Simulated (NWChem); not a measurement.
Molecule: C2H6Si; SMILES C=C[SiH3]

```xyz
9

Si    -0.0724    -1.0838     0.0000
C      0.5258     0.6881    -0.0002
C     -0.2908     1.7481     0.0001
H      0.4463    -1.8225    -1.1934
H     -1.5669    -1.0992    -0.0239
H      0.4064    -1.8095     1.2179
H      1.6088     0.8725     0.0002
H      0.0903     2.7757     0.0011
H     -1.3815     1.6393    -0.0009
```
Atoms are numbered in this order, from 1.

Computed with NWChem. Geometry: optimised at PBE0/def2-SVP. Ions are spin-unrestricted doublets at the neutral geometry; other ion states weren't tried.

For level PBE/def2-SVP:

- −ε(HOMO) (eV) = 6.78

Q: What are these values for level PBE0/def2-SVP?

A: −ε(HOMO) (eV): 7.94
